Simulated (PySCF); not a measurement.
Se(OH)(NMe2) (C2H7NOSe), SMILES CN(C)[Se]O.

Coordinates come from a PBE0-D3(BJ)/def2-SVP optimisation. Other conformers were not sampled.

All values below come from PBE/def2-TZVP in PySCF.

```
Item                                                                                                            Value
---------------------------------------------------------------------------------------------  ----------------------
total energy                                                                                      -2611.39487 hartree
highest occupied level                                                                                       -5.13 eV
lowest empty level                                                                                           -1.34 eV
orbital gap                                                                                                   3.79 eV
dipole moment                                                                                                  2.13 D
quadrupole, principal values (traceless, Buckingham form, about the centre of nuclear charge)   -6.22, 0.83, 5.39 D·Å
mean static polarisability                                                                       66.3 bohr³ (9.82 Å³)
polarisability, principal values                                                               58.5, 60.9, 79.6 bohr³
```
